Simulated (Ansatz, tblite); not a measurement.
Forces on Si₂Ge₃ at its PBE-D4/def2-SVP geometry. The state is a singlet with charge 0.

The xTB rows come from tblite. The structure comes from a short search, and lower isomers may exist.

GFN1-xTB (tblite), largest force 1.48 eV/Å:

```xyz
5
positions Å, forces eV/Å
Si    1.249    0.257    0.372   -0.695   -0.547    0.104
Si   -1.288    0.155    0.289    0.706    0.364   -0.369
Ge   -0.528    0.101   -1.963    0.141   -0.856    1.177
Ge    0.688   -1.758   -0.762   -0.196    1.447   -0.228
Ge   -0.120    1.244    2.065    0.044   -0.408   -0.684
```

GFN2-xTB (tblite), largest force 0.75 eV/Å:

```
Si 0.128 -0.229 0.183
Si -0.130 0.239 -0.124
Ge 0.021 -0.391 0.617
Ge -0.059 0.744 -0.061
Ge 0.039 -0.363 -0.614
```

PBE0-D4/def2-TZVP (Ansatz), largest force 0.47 eV/Å:

```
Si -0.463 -0.060 0.004
Si 0.466 0.031 -0.019
Ge 0.097 -0.113 0.346
Ge -0.130 0.372 0.057
Ge 0.029 -0.230 -0.389
```
